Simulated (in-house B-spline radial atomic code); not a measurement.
Values are calculated unless marked as measured or tabulated.
Weak and strong correlation along the adiabatic connection

Two-electron singlets in several external potentials (atomic units), by full CI in B-splines with partial waves to l = 8 (correlation energies up to 0.6 % small). The repulsion is scaled by λ at fixed density; W(λ) is the mean repulsion less the Hartree energy, W(0) = E_x, and the area under W from 0 to 1 is E_xc.

Relative drop (W(λ) − E_x)/E_x:

```json
{"system": "−Z/r, Z = 0.562, wall at 1.95 bohr", "λ = 0.12": "0.0129", "λ = 0.25": "0.0260", "λ = 0.4": "0.0400", "λ = 0.6": "0.0571", "λ = 0.8": "0.0726", "λ = 1": "0.0867"}
{"system": "−Z/r, Z = 1.87, wall at 1.96 bohr", "λ = 0.12": "0.0090", "λ = 0.25": "0.0183", "λ = 0.4": "0.0285", "λ = 0.6": "0.0412", "λ = 0.8": "0.0531", "λ = 1": "0.0641"}
{"system": "−Z exp(−kr)/r, Z = 3.73, k = 0.926", "λ = 0.12": "0.0057", "λ = 0.25": "0.0118", "λ = 0.4": "0.0185", "λ = 0.6": "0.0271", "λ = 0.8": "0.0354", "λ = 1": "0.0433"}
{"system": "−V exp(−r²/w²), V = 6.34, w = 6.29", "λ = 0.12": "0.0214", "λ = 0.25": "0.0423", "λ = 0.4": "0.0636", "λ = 0.6": "0.0883", "λ = 0.8": "0.1094", "λ = 1": "0.1276"}
{"system": "ω²r²/2 − Z/r, ω = 0.479, Z = -1", "λ = 0.12": "0.0320", "λ = 0.25": "0.0619", "λ = 0.4": "0.0911", "λ = 0.6": "0.1231", "λ = 0.8": "0.1489", "λ = 1": "0.1701"}
{"system": "−Z exp(−kr)/r, Z = 7.24, k = 0.0802", "λ = 0.12": "0.0026", "λ = 0.25": "0.0054", "λ = 0.4": "0.0085", "λ = 0.6": "0.0126", "λ = 0.8": "0.0167", "λ = 1": "0.0206"}
{"system": "−V exp(−r²/w²), V = 2.45, w = 4.93", "λ = 0.12": "0.0249", "λ = 0.25": "0.0487", "λ = 0.4": "0.0726", "λ = 0.6": "0.0996", "λ = 0.8": "0.1223", "λ = 1": "0.1415"}
```

Task: Order the systems by how far second-order (GL2) theory, half the initial slope (estimated from the first points of each curve), overshoots the correlation energy, least first.
A. ω²r²/2 − Z/r, ω = 0.479, Z = -1
B. −V exp(−r²/w²), V = 6.34, w = 6.29
C. −V exp(−r²/w²), V = 2.45, w = 4.93
D. −Z/r, Z = 0.562, wall at 1.95 bohr
E. −Z exp(−kr)/r, Z = 3.73, k = 0.926
F. −Z/r, Z = 1.87, wall at 1.96 bohr
G. −Z exp(−kr)/r, Z = 7.24, k = 0.0802

Result: G (GL2/E_c = 1.04), E (GL2/E_c = 1.08), F (GL2/E_c = 1.13), D (GL2/E_c = 1.18), B (GL2/E_c = 1.30), C (GL2/E_c = 1.36), A (GL2/E_c = 1.43).

Task: What else changes along this order?

Result: The ratio follows the bend of the curve. With it the leading natural occupation goes from 1.999 to 1.910 and −T_c/E_c from 0.97 to 0.69 between the first and the last.
